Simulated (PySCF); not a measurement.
**Ionisation energy of Cu²⁷⁺ by level of theory**

Cu²⁷⁺ 1s2 (1S) → Cu²⁸⁺ 1s1 (2S), as a difference of total energies. Computed with PySCF 2.14 in an even-tempered Gaussian basis (17 s from 32 bohr⁻², ratio 2.2; 7 p from 49 bohr⁻², ratio 2.4; 4 d from 150 bohr⁻², ratio 2.4; 3 f from 220 bohr⁻², ratio 2.4; 3 g from 330 bohr⁻², ratio 2.4), with the spin-free X2C one-electron Hamiltonian (Gaussian nucleus). Correlated levels: nothing frozen; virtual orbitals above 40 to 60 times the deepest correlated orbital energy dropped. The calculations carry no spin-orbit coupling.

| method | ionisation energy (eV) |
| --- | --- |
| UHF | 11070.7 |
| LDA | 11041.6 |
| PBE | 11067.7 |
| PBE0 | 11068.7 |
| r2SCAN | 11072.4 |
| BHandHLYP | 11071.5 |
| B3LYP | 11069.4 |
| MP2 (all electrons) | 11072.0 |
| SCS-MP2 (all electrons) | 11072.3 |

For comparison: 11062.4 eV (theoretical estimate listed by NIST; NIST Atomic Spectra Database, ionization energies).
